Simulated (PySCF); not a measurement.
1,2,4,5-tetrafluorobenzene, C6H2F4.
Numbering: `[F:1][c:2]1[cH:3][c:4]([F:5])[c:6]([F:7])[cH:8][c:9]1[F:10]` (hydrogens: H11 on C3; H12 on C8)

The same species was optimised twice, with GFN2-xTB and with PBE0-D3(BJ)/def2-SVP (PySCF), and the same property calculations (PySCF, gas phase) were run on both structures.

| coordinate | GFN2-xTB | PBE0-D3(BJ)/def2-SVP | change |
| --- | --- | --- | --- |
| C9–F10 (Å) | 1.337 | 1.325 | -0.012 |
| C4–F5 (Å) | 1.337 | 1.325 | -0.012 |
| C6–F7 (Å) | 1.337 | 1.325 | -0.012 |
| F1–C2 (Å) | 1.337 | 1.325 | -0.012 |
| C3–C4 (Å) | 1.384 | 1.389 | +0.005 |
| C6–C8 (Å) | 1.384 | 1.389 | +0.005 |
| C8–C9 (Å) | 1.384 | 1.389 | +0.005 |
| C2–C3 (Å) | 1.384 | 1.389 | +0.005 |
| C2–C9 (Å) | 1.392 | 1.395 | +0.003 |
| C4–C6 (Å) | 1.392 | 1.395 | +0.003 |
| C3–C4–F5 (°) | 119.3 | 120.4 | +1.1 |
| F7–C6–C8 (°) | 119.3 | 120.4 | +1.1 |
| F1–C2–C3 (°) | 119.3 | 120.3 | +1.0 |
| C8–C9–F10 (°) | 119.3 | 120.3 | +1.0 |
| C4–C6–F7 (°) | 120.3 | 119.4 | -0.9 |
| F5–C4–C6 (°) | 120.3 | 119.5 | -0.8 |
| C2–C9–F10 (°) | 120.3 | 119.5 | -0.8 |
| F1–C2–C9 (°) | 120.3 | 119.5 | -0.8 |

Rotational constants: A = 2245, B = 1037, C = 709.3 MHz (GFN2-xTB) against A = 2287, B = 1031, C = 710.6 MHz (PBE0-D3(BJ)/def2-SVP). Point groups within 0.08 Å: D2h and D2h.

On the GFN2-xTB structure: HOMO (eV) -7.51 [PBE0/pcSseg-1]; LUMO (eV) -1.16 [PBE0/pcSseg-1]; GIAO shielding of F1/F5/F7/F10 (mean) (ppm) 316.9 [PBE0/pcSseg-1]; GIAO shielding of C2/C4/C6/C9 (mean) (ppm) 31.3 [PBE0/pcSseg-1]; GIAO shielding of C3/C8 (mean) (ppm) 72.7 [PBE0/pcSseg-1].

Question: What do these properties become on the PBE0-D3(BJ)/def2-SVP structure?

Answer: 
```csv
property,level,on GFN2-xTB,on PBE0-D3(BJ)/def2-SVP,change
HOMO (eV),PBE0/pcSseg-1,-7.51,-7.40,+0.11
LUMO (eV),PBE0/pcSseg-1,-1.16,-1.10,+0.06
"energy, GFN2-xTB geometry as zero (kcal/mol)",PBE0/pcSseg-1,0.0,-0.1,-0.1
GIAO shielding of F1/F5/F7/F10 (mean) (ppm),PBE0/pcSseg-1,316.9,319.5,+2.6
GIAO shielding of C2/C4/C6/C9 (mean) (ppm),PBE0/pcSseg-1,31.3,31.2,-0.1
GIAO shielding of C3/C8 (mean) (ppm),PBE0/pcSseg-1,72.7,72.7,0.0
```

The heavy atoms differ by 0.015 Å rms after alignment. Among bonds between heavy atoms F1–C2, C4–F5, C6–F7 and C9–F10 change most and about equally (-0.012 Å). Changes are differences of the printed values. Neither structure is proved a minimum here.
